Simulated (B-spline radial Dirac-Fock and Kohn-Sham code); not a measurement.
**Run log: Ru⁺**

ΔSCF core binding energies without Breit or QED terms, calculated with an atomic code on a B-spline grid. Keys: rel is the Hamiltonian (dirac, or spin-free x2c and nr, where L3 and M5 stand for the whole 2p and 3d shells), method is hf or an exchange,correlation pair (spin-unpolarised, also for the hole states), nuc the nuclear model, radius_factor scales its radius, rmax is the box in bohr, h the logarithmic mesh step, order the B-spline order, points the quadrature points per cell, c_factor scales the speed of light, and damp, ndamp, maxit and tol steer the iteration. The run stops when the commutator error falls below 10·tol·max(1, Z/10), or the numerical noise floor, and the energy has settled to about 1e-8 Ha; the virial ratio is −V/T.

Input (task.json):

```json
{"items": [{"Z": 44, "q": 1, "cfg": [[1, 0, 2], [2, 0, 2], [2, 1, 6], [3, 0, 2], [3, 1, 6], [3, 2, 10], [4, 0, 2], [4, 1, 6], [4, 2, 7]], "A": 102, "rrms": 4.4809, "do": "settings", "holes": ["K", "L3", "M5"],
  "settings": [{"rel": "dirac", "method": "hf", "nuc": "fermi", "radius_factor": 1000.0, "rmax": 45.0, "h": 0.3, "order": 8, "points": 10, "c_factor": 1.0, "maxit": 61, "damp": 0.5, "ndamp": 3, "tol": 1e-08}]}]}
```

Command: `python xray2_run.py task.json out`

Ground-state iterations:

```
iter   energy (Ha)        error
   1    -2760.22533099  4.16e+00
   2    -2782.93431659  1.07e+00
   3    -2795.69100121  2.06e-01
   4    -2796.57665871  5.71e-02
   5    -2796.60690496  2.62e-02
   6    -2796.62272489  3.82e-03
   7    -2796.62283695  6.91e-04
   8    -2796.62284543  6.75e-05
   9    -2796.62284556  1.99e-05
  10    -2796.62284556  5.28e-07
  11    -2796.62284556  6.27e-08
```

The ground state converged in 11 iterations, with total energy -2796.62285 Ha, virial ratio 2.48134 and highest orbital energy -28.11 eV. ΔSCF binding energies: K (1s) 5873.3 eV, L3 (2p3/2) 2316.8 eV, M5 (3d5/2) 384.8 eV.

**Question.** One setting is unsound. Which, and why?

**Answer.** radius_factor inflates the nucleus far beyond its size, which weakens the binding of the inner electrons. With the default settings (Dirac Hartree-Fock): The ground state converged in 11 iterations, with total energy -4529.05095 Ha, virial ratio 1.96080 and highest orbital energy -17.66 eV. ΔSCF binding energies: K (1s) 22197.0 eV, L3 (2p3/2) 2859.9 eV, M5 (3d5/2) 296.0 eV.
